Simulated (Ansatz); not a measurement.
Consider the substitution at a C–C bond: `CCCCC(=O)CC` + `CNC` → `CCC(=O)N(C)C` + `CCCC`.

Gas-phase electronic energies from Ansatz, PBE0-D4/def2-TZVP geometries. CCSD(T)/CBS adds triple-zeta CCSD(T) − MP2 to the extrapolated MP2 energy (def2 sets, frozen cores). Functionals use def2-TZVPP. Each species was taken in one conformer, which may not be the lowest.

```
   level  ΔE (kcal/mol)
PBE-QIDH          -16.4
  r2SCAN          -17.8
```

(1) What does CCSD(T)/CBS give? (Best estimate.)

Largest T1 diagnostic among the species: 0.013.

Results:

(1) Ansatz gave: -14.3 kcal/mol. The listed levels differ from it by -2.1, -3.5 kcal/mol.

At CCSD(T), def2-SVP lies −2.3 kcal/mol from the extrapolated value and def2-TZVPP −0.2 kcal/mol. In def2-TZVPP, CCSD(T) changes the Hartree–Fock value by −1.3 kcal/mol (the triples alone add −0.7 kcal/mol) and MP2 by −2.4 kcal/mol. Leaving LDA and LC-ωPBE aside and taking each functional with its dispersion term where it has one, the values, not all of them listed here, spread over 2.5 kcal/mol, from r2SCAN-D4 to ωB97M-V. LDA lies −4.1 kcal/mol from PBE without D4.

CCSD(T)/CBS has its own doubt, a few kJ/mol and more with outer-core shells, so smaller differences from it don't rank the levels.
